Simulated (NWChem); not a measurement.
System: pivalic acid (C5H10O2); SMILES CC(C)(C)C(=O)O

The following NWChem deck was run.

```
start job
memory heap 200 mb stack 900 mb global 1100 mb
geometry units angstroms noautoz
  C      0.768479    -0.983542    -1.259712
  C     -0.004026    -0.567566     0.000143
  C     -1.394616    -1.195434     0.006091
  C      0.780034    -0.984639     1.252338
  C     -0.151745     0.948785     0.000453
  O      1.034237     1.578627     0.000171
  O     -1.191639     1.554160     0.000255
  H      1.768493    -0.527750    -1.283913
  H      0.885984    -2.078127    -1.279669
  H      0.231830    -0.685071    -2.173701
  H     -1.312288    -2.293034     0.004284
  H     -1.973211    -0.887626    -0.876629
  H     -1.965225    -0.889427     0.894617
  H      1.780221    -0.528912     1.267821
  H      0.251912    -0.686999     2.171557
  H      0.897611    -2.079250     1.270262
  H      0.835801     2.527522    -0.000275
end
basis spherical
  * library 6-31+g*
end
dft
  xc hfexch
  iterations 150
  mulliken
end
task dft energy
```

Coordinates come from a PBE0/def2-SVP optimisation. No frequency run checked for a minimum.

Give the results of this calculation. (Hartree-Fock/6-31+G* (spherical d).) Quantities: basis functions; energy (Ha); highest occupied level (eV); orbital gap (eV); dipole (D).


```
Quantity                       Value
---------------------------  -------
number of basis functions        146
energy (Ha)                  -344.92
highest occupied level (eV)   -12.00
orbital gap (eV)               13.99
dipole (D)                      1.94
```
